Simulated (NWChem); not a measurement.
## Atomisation of F$_{4}$Ge

```
Ge
F 1 1.6981
F 1 1.6981 2 109.47
F 1 1.6981 2 109.47 3 120.00
F 1 1.6981 2 109.47 4 120.00
```
Charge 0, spin multiplicity 1.

All runs are NWChem calculations. All single points use one geometry, from PBE0/def2-SVP, a minimum by its harmonic frequencies.

Basis set: def2-TZVP. The atomisation energy is electronic alone: no zero-point, thermal, spin-orbit or counterpoise terms. No value is extrapolated to the basis-set limit. Free atoms are single determinants with multiplicities F 2, Ge 3. Correlated methods freeze the same cores in atoms and molecule, 13 orbitals in all.

Relative cost: rough, from shared machines, SCF included, HF = 1. Costs are the molecule's.

The Hamiltonian is non-relativistic. B3LYP has NWChem's definition, with VWN1-RPA local correlation. GW and range-separated runs recompute their integrals, the others keep them in memory, which bears on the times. The structure started from a generated list of species. No SCF solution was tested for a lower state. Open-shell Hartree-Fock references start from PBE0 orbitals; any time given for them includes that run.

| method | atomisation energy (kcal/mol) | relative cost |
|---|---|---|
| MP2 | 481.3 | 5 |
| PBE | ___ | under 3 |
| HF | ___ | 1 |
| PBE0 | 446.2 | under 3 |
| B3LYP | 444.2 | under 3 |
| LC-wPBE (omega 0.3 per bohr) | 464.6 | 10 |
| TPSS | ___ | under 3 |
| BP86 | 463.6 | under 3 |

Question: Some entries are withheld; supply them.

Answer: 
- PBE, atomisation energy (kcal/mol): 467.6
- HF, atomisation energy (kcal/mol): 314.2
- TPSS, atomisation energy (kcal/mol): 456.5
